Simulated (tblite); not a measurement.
Compound: C₅H₆BBrF₂.
Numbering: `[CH2:1]=[CH:2][C@@:3]1([B:4]([F:5])[Br:6])[CH2:7][C@H:8]1[F:9]` (hydrogens: H10, H11 on C1; H12 on C2; H13, H14 on C7; H15 on C8)

Computed with GFN2-xTB (tblite), gas phase: L-BFGS steps from a force-field or distance-geometry start until the largest atomic force falls under 0.01 eV/Å.

Step 44: E = -777.4729 eV
```
atom  x, y, z in Å  |  force x, y, z in eV/Å
C1      1.9998   -0.8347   -0.5607    0.050   0.063   0.040
C2      0.9720   -0.0489   -0.8296   -0.123  -0.043  -0.071
C3     -0.2419    0.0220    0.0335   -0.001  -0.022   0.087
B4     -0.7835   -1.3191    0.6365    0.059  -0.042  -0.018
F5     -1.2987   -1.3141    1.8512   -0.115  -0.070  -0.020
Br6    -0.7754   -2.9655   -0.2588    0.013   0.029   0.024
C7     -0.4535    1.2690    0.9013    0.078  -0.037   0.006
C8     -1.2881    1.0757   -0.3077   -0.001   0.160   0.096
F9     -1.0474    1.8912   -1.3653    0.010  -0.081  -0.083
H10     2.8419   -0.8990   -1.2274    0.014   0.010   0.066
H11     2.0478   -1.4217    0.3435    0.011  -0.054  -0.061
H12     0.9635    0.5443   -1.7325   -0.041   0.073   0.020
H13    -0.9057    1.1280    1.8721   -0.002   0.022  -0.031
H14     0.3148    2.0273    0.8767   -0.037  -0.004  -0.099
H15    -2.3499    0.8534   -0.2548    0.084  -0.004   0.043
```

Step 45: E = -777.4766 eV
```
atom  x, y, z in Å  |  force x, y, z in eV/Å
C1      1.9990   -0.8409   -0.5667    0.003   0.074   0.026
C2      0.9744   -0.0482   -0.8257   -0.140  -0.030  -0.078
C3     -0.2404    0.0231    0.0341   -0.070  -0.042   0.058
B4     -0.7856   -1.3171    0.6353    0.012  -0.042   0.067
F5     -1.3438   -1.2974    1.8341   -0.072  -0.089  -0.124
Br6    -0.7241   -2.9790   -0.2314   -0.001   0.060   0.044
C7     -0.4530    1.2669    0.9017    0.059   0.010   0.046
C8     -1.2911    1.0807   -0.3044    0.037   0.092   0.073
F9     -1.0519    1.8992   -1.3608    0.025  -0.097  -0.058
H10     2.8329   -0.9045   -1.2407    0.080   0.011   0.042
H11     2.0485   -1.4379    0.3288    0.012  -0.078  -0.017
H12     0.9699    0.5540   -1.7213   -0.041   0.097  -0.028
H13    -0.8980    1.1237    1.8750   -0.026   0.027  -0.021
H14     0.3125    2.0260    0.8741    0.008   0.029  -0.090
H15    -2.3538    0.8594   -0.2541    0.113  -0.021   0.058
```

Step 46: E = -777.4801 eV
```
atom  x, y, z in Å  |  force x, y, z in eV/Å
C1      2.0011   -0.8402   -0.5651   -0.021   0.043   0.010
C2      0.9734   -0.0519   -0.8179   -0.187   0.042  -0.082
C3     -0.2410    0.0210    0.0402   -0.157  -0.042  -0.020
B4     -0.7868   -1.3214    0.6338    0.040   0.084  -0.008
F5     -1.3660   -1.3069    1.8174   -0.160  -0.034   0.097
Br6    -0.7074   -2.9790   -0.2181    0.023  -0.107  -0.075
C7     -0.4483    1.2657    0.8993    0.026   0.085   0.066
C8     -1.2937    1.0868   -0.3010    0.081  -0.059   0.024
F9     -1.0548    1.8967   -1.3652    0.041  -0.105  -0.007
H10     2.8284   -0.8982   -1.2440    0.154   0.013  -0.002
H11     2.0550   -1.4470    0.3207    0.013  -0.111   0.054
H12     0.9661    0.5592   -1.7047   -0.016   0.126  -0.110
H13    -0.8876    1.1291    1.8745   -0.053   0.034   0.031
H14     0.3150    2.0235    0.8575    0.078   0.075  -0.049
H15    -2.3578    0.8708   -0.2495    0.138  -0.041   0.072
```

Step 47: E = -777.4843 eV
```
atom  x, y, z in Å  |  force x, y, z in eV/Å
C1      1.9988   -0.8475   -0.5742   -0.075   0.074  -0.010
C2      0.9713   -0.0518   -0.8154   -0.082   0.015  -0.078
C3     -0.2428    0.0216    0.0431   -0.144  -0.042  -0.059
B4     -0.7889   -1.3189    0.6351   -0.083  -0.037   0.130
F5     -1.4186   -1.2908    1.7996   -0.044  -0.070  -0.135
Br6    -0.6468   -2.9984   -0.1862   -0.006   0.058   0.026
C7     -0.4486    1.2659    0.9029    0.008   0.096   0.042
C8     -1.2942    1.0944   -0.2967    0.095  -0.120  -0.012
F9     -1.0525    1.9042   -1.3613    0.046  -0.126   0.033
H10     2.8212   -0.9031   -1.2614    0.120   0.029   0.029
H11     2.0589   -1.4682    0.3033   -0.010  -0.066   0.009
H12     0.9684    0.5730   -1.6939   -0.017   0.094  -0.090
H13    -0.8868    1.1272    1.8775   -0.055   0.049   0.047
H14     0.3145    2.0226    0.8558    0.109   0.090  -0.017
H15    -2.3583    0.8778   -0.2503    0.138  -0.041   0.085
```

Task: Estimate the geometry and energy of step 48. (The exact step hangs on the optimiser's Hessian estimate; all steps are aligned on step 47, rigid shifts and turns removed.)

Result: E = -777.4898 eV, largest force 0.225 eV/Å
```
atom  x, y, z in Å  |  force x, y, z in eV/Å
C1      1.9973   -0.8475   -0.5764   -0.072   0.075  -0.014
C2      0.9685   -0.0518   -0.8190   -0.010   0.005  -0.055
C3     -0.2436    0.0209    0.0434   -0.079  -0.019  -0.059
B4     -0.7877   -1.3183    0.6360   -0.142  -0.050   0.167
F5     -1.4334   -1.2904    1.7935   -0.006  -0.057  -0.172
Br6    -0.6384   -2.9985   -0.1813   -0.001   0.045   0.022
C7     -0.4454    1.2680    0.9038    0.011   0.064   0.021
C8     -1.2922    1.0953   -0.2934    0.081  -0.139  -0.034
F9     -1.0537    1.9002   -1.3615    0.047  -0.106   0.027
H10     2.8268   -0.9033   -1.2576    0.056   0.044   0.043
H11     2.0552   -1.4730    0.3001   -0.026  -0.023  -0.032
H12     0.9657    0.5799   -1.6944   -0.007   0.051  -0.053
H13    -0.8861    1.1250    1.8771   -0.024   0.079   0.043
H14     0.3165    2.0258    0.8506    0.102   0.067   0.017
H15    -2.3537    0.8757   -0.2432    0.070  -0.036   0.080
```

The energy changes by -0.0055 eV. The first-order estimate −F·Δx gives -0.0067 eV and the mean of the old and new forces, exact on a quadratic surface, -0.0055 eV. The step makes an angle of 60° with the force vector and moves no atom by more than 0.016 Å.

The cost below is that of the whole relaxation. Time: 2.9 s. Hardware: an Intel Xeon at 2.50 GHz with one thread, shared host with 64 logical CPUs at a one-minute load of 62.
